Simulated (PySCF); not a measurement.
Two species compared at the same levels of theory.

First species: C5H10N2Si.
SMILES with atom numbers: `[CH2:1]=[CH:2][CH2:3][NH:4][Si@@H:5]1[CH2:6][CH:7]=[N:8]1` (hydrogens: H9, H10 on C1; H11 on C2; H12, H13 on C3; H14 on N4; H15 on Si5; H16, H17 on C6; H18 on C7)

Geometry (GFN2-xTB, Å), atoms numbered from 1 in this order:
```
atom  x, y, z in Å
C1     2.5871    0.9496   -0.4479
C2     2.5814   -0.3388   -0.1680
C3     1.3969   -1.2546   -0.3030
N4     0.2135   -0.6599   -0.8688
Si5   -0.8709    0.2806    0.0668
C6    -2.7184   -0.2751    0.1086
C7    -2.8759    0.9795   -0.6789
N8    -1.7403    1.5226   -0.8843
H9     3.4723    1.5504   -0.3314
H10    1.7039    1.4587   -0.7968
H11    3.4758   -0.8325    0.1888
H12    1.1378   -1.6380    0.6879
H13    1.6924   -2.1146   -0.9185
H14    0.3713   -0.3562   -1.8190
H15   -0.3625    0.7597    1.3461
H16   -3.2700   -0.2739    1.0461
H17   -3.0024   -1.1588   -0.4580
H18   -3.8010    1.4076   -1.0462
```

Second species: C5H10N2Si.
InChI=1S/C5H10N2Si/c1-2-5(1)7-8-4-3-6-8/h3,5,7-8H,1-2,4H2/t8-/m0/s1

Levels: wB97X-D/def2-SVPD for dipole moment, HOMO energy, LUMO energy, HOMO–LUMO gap, static isotropic polarisability and electronic spatial extent ⟨r²⟩ about the centre of nuclear charge; TDDFT wB97X-D/def2-SVPD for lowest singlet excitation; TDA wB97X-D/def2-SVPD for lowest triplet excitation (Tamm–Dancoff); GFN2-xTB for rotational constant A and rotational constant C. Geometries: GFN2-xTB. All species are isolated and taken at one optimised geometry, non-relativistic unless stated; the electronic structure was computed with PySCF and density fitting.

Dipoles, sizes and rotational constants follow the conformer. The torsions of the flexible species, by atom-mapped SMILES:
- `[CH2:1]=[CH:2][CH2:3][NH:4][Si@@H:5]1[CH2:6][CH:7]=[N:8]1`: C1–C2–C3–N4 4°, C2–C3–N4–Si5 -81°, C3–N4–Si5–C6 -123°
- `[CH:1]1=[N:2][Si@@H:3]([NH:4][CH:5]2[CH2:6][CH2:7]2)[CH2:8]1`: N2–Si3–N4–C5 -171°, Si3–N4–C5–C6 162°

| property | column X | column Y |
| --- | --- | --- |
| dipole moment | 2.34 D | 2.64 D |
| HOMO energy | -8.55 eV | -8.28 eV |
| LUMO energy | 1.54 eV | 1.52 eV |
| HOMO–LUMO gap | 10.09 eV | 9.80 eV |
| lowest singlet excitation | 4.41 eV | 4.36 eV |
| lowest triplet excitation (Tamm–Dancoff) | 3.84 eV | 3.80 eV |
| static isotropic polarisability | 93.7 au | 92.7 au |
| electronic spatial extent ⟨r²⟩ about the centre of nuclear charge | 1392 bohr² | 1504 bohr² |
| rotational constant A | 4.496 GHz | 5.439 GHz |
| rotational constant C | 0.851 GHz | 0.787 GHz |

Question: Which column belongs to which species?

Answer: Column X is the first species and column Y the second. The first has 18 atoms and 68 electrons, the second 18 and 68.

Question: How does each property change from the first species to the second?

Answer: dipole moment +0.30 D; HOMO energy +0.27 eV; LUMO energy -0.02 eV; HOMO–LUMO gap -0.29 eV; lowest singlet excitation -0.05 eV; lowest triplet excitation (Tamm–Dancoff) -0.04 eV; static isotropic polarisability -1.0 au; electronic spatial extent ⟨r²⟩ about the centre of nuclear charge +112 bohr²; rotational constant A +0.943 GHz; rotational constant C -0.064 GHz.

On the first: The vertical singlet–triplet gap S1 − T1 is 0.57 eV (TDDFT singlet less Tamm–Dancoff triplet; S1: HOMO→LUMO, weight 0.80; T1: HOMO→LUMO, weight 0.74). No computed singlet falls in the visible range (750 to 380 nm, 1.65 to 3.26 eV); S1 lies 1.15 eV above its blue end.

On the second: In wavenumbers S1 is 35200 cm⁻¹ (1 eV = 8065.54 cm⁻¹). The polarisability is 13.74 Å³ as a volume (1 au = 0.148185 Å³), or 1.36 au for each of the 68 electrons.
